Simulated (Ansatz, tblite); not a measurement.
Removing and adding an electron: [Cu(NH3)2]+ (CuN2H6⁺). Total charge 1; singlet. Geometry: PBE0-D4/def2-TZVP. Ansatz, gas phase; energy differences of separate SCF runs; the oxidised species was run as a doublet alone; the reduced species was run as a doublet alone.

```xyz
9

Cu    0.0000    0.0000    0.0000
N    -0.5609    1.0199    1.5316
H     0.2109    1.5250    1.9612
H    -0.9639    0.4327    2.2583
H    -1.2661    1.7139    1.2945
N     0.5609   -1.0199   -1.5316
H     0.9079   -0.4273   -2.2824
H    -0.1977   -1.5724   -1.9248
H     1.3089   -1.6719   -1.3068
```

The xTB rows come from tblite.

```tsv
level	−HOMO (eV)	vertical IE (eV)	−LUMO (eV)	vertical EA (eV)	HOMO–LUMO gap (eV)	IE − EA (eV)
GFN1-xTB	15.74	18.93	9.91	7.09	5.84	11.83
GFN2-xTB	14.43	18.77	6.71	4.05	7.72	14.72
PBE-D4/def2-TZVP	10.35	14.66	5.74	3.61	4.61	11.05
```

(1) Estimate the rows for r2SCAN-D4/def2-TZVP, PBE0-D4/def2-TZVP.

## Answers

(1) 
| level | −HOMO (eV) | vertical IE (eV) | −LUMO (eV) | vertical EA (eV) | HOMO–LUMO gap (eV) | IE − EA (eV) |
| --- | --- | --- | --- | --- | --- | --- |
| r2SCAN-D4/def2-TZVP | 10.35 | 14.40 | 5.26 | 3.43 | 5.10 | 10.97 |
| PBE0-D4/def2-TZVP | 11.81 | 14.32 | 4.81 | 3.39 | 7.00 | 10.93 |

Relaxing the oxidised species (PBE0-D4/def2-TZVP) changes its energy by -0.01 eV at PBE0-D4/def2-TZVP, so the adiabatic ionisation energy to this nearest minimum is 14.31 eV. At PBE-D4/def2-TZVP it is 14.64 eV.   Raw xTB energy differences between charge states are shifted by several eV; the methods need an empirical correction for them.
